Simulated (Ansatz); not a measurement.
Consider the ligand exchange at a Ge–O bond: `[NH2][GeH2][O][SiH](N)F` + `[NH2][GeH2][OH]` → `[NH2][GeH2][O][GeH2][NH2]` + `N[SiH](O)F`.

Computed with Ansatz on PBE0-D4/def2-TZVP structures; ΔE is electronic, products minus reactants. CBS: MP2 limit from def2 TZ/QZ plus the TZ coupled-cluster correction, frozen cores. This one scheme is used for every species. DFT in def2-TZVPP. B3LYP here is the variant with VWN-RPA as its local correlation; programs differ in this. For Ge outer-core shells are correlated without core-valence functions, which leaves a few kJ/mol of doubt a bond. Scalar relativity is left out up to krypton. One conformer a species, not always the lowest.

`[NH2][GeH2][O][SiH](N)F`:

Z-matrix (Å, degrees):
```
Ge
O 1 1.800
N 1 1.819 2 112.8
H 1 1.534 2 106.0 3 119.1
H 1 1.530 2 104.9 3 -119.2
Si 2 1.612 1 128.7 3 -28.7
H 3 1.011 1 114.7 2 -67.0
H 3 1.012 1 113.4 2 58.9
N 6 1.711 2 109.9 1 -42.3
F 6 1.599 2 112.3 1 73.0
H 6 1.477 2 107.6 1 -170.7
H 9 1.008 6 119.2 2 160.5
H 9 1.008 6 119.5 2 -58.1
```

`[NH2][GeH2][OH]`:

Cartesian coordinates in Å:
```
N 0.817 1.131 -0.107
Ge -0.173 -0.330 0.331
O -0.240 -1.297 -1.162
H 0.358 1.852 -0.642
H 1.352 1.540 0.644
H -1.640 -0.047 0.738
H 0.592 -1.072 1.441
H -1.066 -1.777 -1.245
```

`[NH2][GeH2][O][GeH2][NH2]`:

Cartesian coordinates in Å:
```
N -0.675 -1.091 1.249
Ge -1.636 0.163 0.301
O -0.762 0.457 -1.202
Ge 0.989 0.171 -1.424
N 2.009 0.673 0.004
H -0.732 -0.990 2.253
H -0.863 -2.054 1.009
H -1.670 1.432 1.173
H -3.041 -0.301 -0.123
H 1.195 -1.335 -1.647
H 1.375 1.031 -2.633
H 2.045 1.666 0.185
H 1.766 0.180 0.853
```

`N[SiH](O)F`:

Cartesian coordinates in Å:
```
N 1.013 -0.498 -0.364
Si -0.248 0.306 0.442
O -1.490 0.590 -0.572
F -0.645 -0.677 1.635
H 1.648 -1.093 0.144
H 1.439 -0.114 -1.190
H 0.041 1.618 1.048
H -1.759 -0.132 -1.144
```

```json
{"level": "B3LYP-D4", "ΔE (kJ/mol)": "0.0"}
{"level": "CCSD(T)/def2-TZVPP", "ΔE (kJ/mol)": "-2.1"}
```

(1) What does CCSD(T)/CBS give? (Estimate.)

Largest T1 diagnostic among the species: 0.012.

## Answers

(1) The calculation gave: -1.6 kJ/mol. The listed levels differ from it by 1.6, -0.5 kJ/mol.

In def2-TZVPP, CCSD(T) changes the Hartree–Fock value by −3.7 kJ/mol (the triples alone add −0.9 kJ/mol) and MP2 by −4.9 kJ/mol.
